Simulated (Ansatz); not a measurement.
Ansatz (a first-principles code) input (B3LYP/6-31G*):

Ansatz 0.2 input:
```yaml
crystal:
  periodic: [false, false, false]
  atoms:
    - {symbol: Na, position_ang: [0.00000000, 0.00000000, 0.00000000]}
basis:
  gaussian:
    orbitals: 6-31G*
hamiltonian:
  xc: {name: B3LYP}
total_charge: 1
scf: {lower_state_search: full}
```

What final total energy does it give?

-162.08121 Eh.
